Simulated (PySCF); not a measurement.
Molecule: `O1[C@]2(OC)C=C[C@H]1C=C2`, C7H8O2.

Geometry (Å), atoms numbered from 1 in this order:
```xyz
17

C     2.536   -0.007   -0.321
O     1.444   -0.865   -0.597
C     0.225   -0.369   -0.223
C    -0.068   -0.109    1.274
C    -1.095    0.723    1.277
C    -1.410    0.966   -0.202
C    -1.993   -0.358   -0.710
C    -0.972   -1.196   -0.719
O    -0.107    0.919   -0.766
H     3.417   -0.517   -0.706
H     2.407    0.952   -0.827
H     2.641    0.163    0.755
H     0.466   -0.578    2.075
H    -1.653    1.144    2.088
H    -1.930    1.881   -0.464
H    -3.023   -0.507   -0.959
H    -0.891   -2.229   -0.985
```

Frames of a GFN2-xTB Langevin trajectory at 600 K; GIAO PBE0/pcSseg-1 shieldings in PySCF 2.14.0 with density-fitted response routines, gas phase, non-relativistic; equivalent atoms averaged within each frame.

δ = σ(ref) − σ, references computed at the same level: ¹³C (186.93 ppm), ¹H (31.72 ppm) vs TMS; ¹⁷O (336.08 ppm) against H2O. The references are static minima.

Question: How do the shifts (ppm) fluctuate along the trajectory?

Answer: 
| time (fs) | C4/C8 | C5/C7 | C3 | C6 | C1 | O9 | O2 | H14/H16 | H13/H17 | H15 |
| --- | --- | --- | --- | --- | --- | --- | --- | --- | --- | --- |
| optimised geometry | 156.1 | 158.7 | 122.1 | 82.3 | 55.4 | 257.7 | 46.8 | 7.39 | 7.31 | 5.09 |
| 250 | 163.1 | 161.8 | 127.3 | 97.7 | 60.5 | 279.4 | 58.1 | 8.25 | 7.18 | 6.76 |
| 425 | 155.0 | 164.4 | 122.6 | 87.6 | 58.9 | 258.2 | 46.5 | 8.48 | 7.50 | 5.31 |
| 625 | 161.0 | 155.9 | 120.5 | 87.9 | 60.5 | 330.4 | 52.6 | 7.52 | 8.19 | 4.07 |
| 800 | 162.3 | 151.0 | 120.7 | 90.3 | 59.5 | 317.2 | 44.4 | 7.45 | 7.59 | 7.30 |
| 1000 | 158.2 | 157.8 | 128.8 | 87.6 | 61.2 | 270.7 | 84.5 | 7.28 | 7.90 | 6.72 |
| mean of frames | 159.9 | 158.2 | 124.0 | 90.2 | 60.1 | 291.2 | 57.2 | 7.80 | 7.67 | 6.03 |
| standard deviation | 3.3 | 5.2 | 3.8 | 4.3 | 0.9 | 31.1 | 16.2 | 0.53 | 0.39 | 1.32 |

5 frames give an uncertainty of the mean of about the standard deviation over 2.2 at best, since frames this close in time may not be independent; classical motion lacks zero-point vibration, and the reference would need the same averaging.
